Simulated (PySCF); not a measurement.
Radial density of Nb⁺ (niobium, charge +1)

UHF, [Kr] 4d3 5p1, one real determinant (an excited configuration). Computed with PySCF 2.14 in aug-cc-pVTZ-PP with ECP28MDF (6s6p5d3f2g, 88 functions), with a scalar-relativistic core potential. This is the valence pseudo-density: the core potential removes the inner electrons and smooths the orbitals near the nucleus.

```
r (bohr)  4πr²ρ (e/bohr)  4πr²(ρα − ρβ)
  0.0366       1.612e-05         0.0000
  0.0616       4.258e-05         0.0000
   0.104       0.0001635         0.0000
   0.174        0.001397         0.0003
   0.293         0.02287         0.0046
   0.493          0.6351         0.0729
   0.829           6.759         0.7057
    1.39           8.039         1.7939
    2.35           1.677         1.0984
    3.95          0.4020         0.3987
    6.64         0.06256         0.0626
    11.2       0.0005400         0.0005
```

⟨L²⟩ = 14.06 against 20 for a pure G term, so this real determinant mixes terms. Energies and moments cover only the electrons outside the core potential.
